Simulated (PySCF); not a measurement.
## How methods differ on the electron affinity of Os

Os⁻ [Xe] 4f14 5d7 6s2 (4F) → Os [Xe] 4f14 5d6 6s2 (5D), as a difference of total energies. All numbers are calculated (PySCF 2.14, scalar relativity through the core potential, in aug-cc-pwCVTZ-PP with ECP60MDF). Correlated levels: valence: 5s2 5p6 frozen; valence and next inner shell: nothing frozen outside the core potential. The calculations carry no spin-orbit coupling.

Q: Order these methods by the electron affinity they give, lowest first.
A. SCS-MP2 (valence)
B. MP2 (valence)
C. PBE
D. UHF

A: D (-0.626 eV), B (0.679 eV), A (0.793 eV), C (1.254 eV).

The reference lies between the lowest fine-structure levels, while these numbers refer to the centres of the terms.

Errors of the correlated levels include the incompleteness of this basis and the frozen core.

A negative affinity means that the anion lies above the atom at that level of theory.

In the anion the highest occupied orbital energy is positive at LDA, PBE, PBE0, r2SCAN, B3LYP, PW91, a self-interaction effect; the basis confines that electron, and the energy difference can still be sensible.

For comparison: 1.078 eV (measured; photodetachment measurements, as compiled on the Wikipedia data page of electron affinities).
